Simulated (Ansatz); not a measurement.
Gas-phase electronic energies from Ansatz, PBE0-D4/def2-TZVP geometries. CCSD(T)/CBS is the MP2 limit (def2-TZVPP, def2-QZVPP) plus CCSD(T) − MP2 in def2-TZVPP, frozen cores. This one scheme is used for every species. DFT in def2-TZVPP. One conformer a species, not always the lowest.

Consider the cleavage of the B–B bond: `BB(N)O` + `C=N` → `C=NB(N)O` + BH₃.

```json
{"level": "B97M-V", "ΔE (kJ/mol)": "-68.5"}
{"level": "LC-ωPBE", "ΔE (kJ/mol)": "-68.7"}
{"level": "CCSD/def2-TZVPP", "ΔE (kJ/mol)": "-73.0"}
{"level": "CCSD/CBS(def2)", "ΔE (kJ/mol)": "-72.5"}
```

Problem. What does CCSD(T)/CBS give? (An estimate is asked.)

Solution. The calculation gave: -71.2 kJ/mol. The listed levels differ from it by 2.7, 2.5, -1.8, -1.3 kJ/mol.

Largest T1 diagnostic among the species: 0.013.

In def2-TZVPP, CCSD(T) changes the Hartree–Fock value by +15.3 kJ/mol (the triples alone add +1.3 kJ/mol) and MP2 by +6.9 kJ/mol. The D4 term adds −3.3 kJ/mol with B3LYP and −1.9 kJ/mol with PBE0; it sums over pairs of atoms, weighted by their polarisabilities, and B3LYP, whose exchange is more repulsive, gets the larger term.

B3LYP here is the variant with VWN-RPA as its local correlation; programs differ in this.
